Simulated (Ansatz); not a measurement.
Ansatz results at the PBE0-D4/def2-TZVP geometry: HOMO energy (PBE0/def2-TZVPP) -6.24 eV; HOMO energy (ωB97M-V/def2-TZVPP) -8.35 eV; size of the dipole moment (PBE/def2-TZVPP) 0.32 D.

Question: Which molecule gave them?
A. `[BH2][SnH2][CH3]`
B. `B[As]1C[SiH2]N1`
C. `NC1C=C1`
D. `BN[SiH]([SiH3])S`

Answer: B. The others give `BN[SiH]([SiH3])S`: -7.51, -9.63, 0.53; `[BH2][SnH2][CH3]`: -7.71, -9.84, 0.72; `NC1C=C1`: -6.41, -8.72, 1.33.
